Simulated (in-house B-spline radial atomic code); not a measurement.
**RPA and G0W0 on LDA exchange-only: the lead ion Pb²⁺**

Configuration [Xe] 4f14 5d10 6s2, mean-field start LDA exchange-only. Computed with an all-electron radial atomic-structure program (B-spline basis): all electrons, scalar-relativistic (spin-free one-electron X2C), finite nucleus, each spin shell either full or empty, empty states to l = 9 with an (l + 1/2)⁻⁴ tail; G0W0 by contour deformation at full frequency.

Without the two-electron picture change, the correlation of inner shells comes somewhat too large for so heavy an element.

Command:
```bash
python run_gw.py task.json out
```
Settings (radii: box in bohr, nucleus in fm):
```
Z                        82
electrons                80
configuration            [Xe] 4f14 5d10 6s2
hamiltonian              x2c
method                   lda,
lmax                     9
rms_radius               5.5012
spin_polarised           False
box_radius               17.55
intervals                68
ion_configuration        [Xe] 4f14 5d10 6s1
```

Time taken, with all properties: 24 s on 1 thread of Arm Neoverse N1 (shared host).

Energies (hartree):

```json
{"term": "mean-field total", "value": "-20864.38337"}
{"term": "Hartree-Fock functional on these orbitals", "value": "-20879.32792"}
{"term": "direct second order", "value": "-8.3731"}
{"term": "second-order exchange", "value": "2.0641"}
{"term": "SOSEX correction", "value": "1.9262"}
```

What is the RPA correlation energy, and what remains with SOSEX?

RPA gives -7.2791 hartree (-2.48 eV per electron); RPA + SOSEX gives -5.3529, and the second-order doubles -6.309 hartree (no singles). RPA lacks exchange-type terms and so overcorrelates at short range.

Quasi-particle levels (eV):

| level | occupied | mean field | Σx - vxc | Σc | QP weight | G0W0 |
| --- | --- | --- | --- | --- | --- | --- |
| 6s | yes | -26.473 | -4.00 | ? | ? | ? |
| 6p | no | -16.431 | 3.57 | -1.28 | 0.955 | -14.137 |

G0W0 = mean field + (Σx - vxc) + Σc, with Σc (partial-wave tail included) taken at the quasi-particle energy. Only the outer levels were computed. Levels of low weight are left out.

Where does G0W0 put 6s?

At -32.56 eV, with Σc = -2.09 eV and a quasi-particle weight of 0.942. The tabulated removal energy is 31.937 eV (NIST, measured); the calculation leaves out spin-orbit coupling, Breit and QED terms, and what these don't explain is the method's own error.

What does it cost to remove one electron (to [Xe] 4f14 5d10 6s1) by differences of total energies, each species on its own start (correlation terms add to the Hartree-Fock functional)?

LDA exchange-only 31.13 eV, Hartree-Fock functional 29.759 eV, + RPA 32.39 eV, + RPA + SOSEX 31.78 eV, + second order 33.64 eV. Tabulated: 31.937 eV (NIST, measured); the calculation leaves out spin-orbit coupling, Breit and QED terms, and what these don't explain is the method's own error.
